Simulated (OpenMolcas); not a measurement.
## Ionisation energies of iron

| Item | Value |
| --- | --- |
| Program | OpenMolcas |
| Basis | ANO-RCC-VQZP [7s6p4d3f2g1h] |
| Scalar Hamiltonian | DKH2, point nucleus |
| Spin-orbit coupling | RASSI with atomic mean-field integrals over the reference wave functions, term energies averaged over their components |

Active shells in each charge state: the valence d, s shells, with orbitals averaged over the low states. Where CASPT2's correlated closed shells are named, they are those of the first ion.

A. CASSCF
B. SS-CASPT2, IPEA 0.25 Eh, imaginary shift 0.1 Eh (closed shells correlated: 3s 3p)
C. SS-CASPT2, IPEA 0 Eh, imaginary shift 0.1 Eh (closed shells correlated: 3s 3p)
D. SS-CASPT2, IPEA 0.25 Eh, imaginary shift 0.1 Eh (closed shells correlated: 2s 2p 3s 3p)

Energies in eV between the lowest computed levels, named as in B; reference values from the NIST Atomic Spectra Database with their kind.

```tsv
From	To	A	B	C	D	Spin-orbit share in B	Reference
Fe 3d6 4s2 5D4	Fe+ 3d6 4s 6D 9/2	5.216	8.506	8.594	8.498	-0.004	7.902 (measured)
Fe+ 3d6 4s 6D 9/2	Fe2+ 3d6 5D4	15.331	16.265	16.320	16.264	-0.001	16.199 (measured)
```

Error against the reference values, in %:

```tsv
From	Reference	A	B	C	D
Fe	measured	-34.0	+7.6	+8.8	+7.5
Fe+	measured	-5.4	+0.4	+0.7	+0.4
```

Mean absolute error over the 2 measured values: A 1.78 eV, B 0.33 eV, C 0.41 eV, D 0.33 eV.

The lowest level within the active space need not be the ion's true ground level.
